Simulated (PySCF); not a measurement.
Isomers of CH5NSi2. Isolated molecules, 0 K electronic values unless said otherwise. One relaxed conformer stands for each flexible species; it need not be the lowest. Strings in code marks are SMILES.

Quantity: vertical ionisation energy (energy after one electron is removed minus that of the parent at the parent's geometry), in eV.

Case: `[H]/N=[SiH]\C=[SiH2]` (N–Si–C–Si torsion 180°). Geometry of `[H]/N=[SiH]\C=[SiH2]` (neutral, multiplicity 1, Å):

```xyz
9

N      2.6904     0.4165     0.0397
Si     1.1200     0.4009     0.3368
C     -0.2880    -0.3909    -0.4942
Si    -1.8988    -0.2310     0.0619
H      3.1005    -0.0773    -0.7423
H      0.6673     1.1677     1.5126
H     -0.1002    -0.9904    -1.3795
H     -3.0616    -0.8607    -0.5898
H     -2.2296     0.5652     1.2549
```

Question: Give the vertical ionisation energy (energy after one electron is removed minus that of the parent at the parent's geometry) at the level PBE-D3(BJ)/def2-TZVP // B3LYP-D3(BJ)/def2-TZVP (PySCF).

Answer: 8.53 eV.
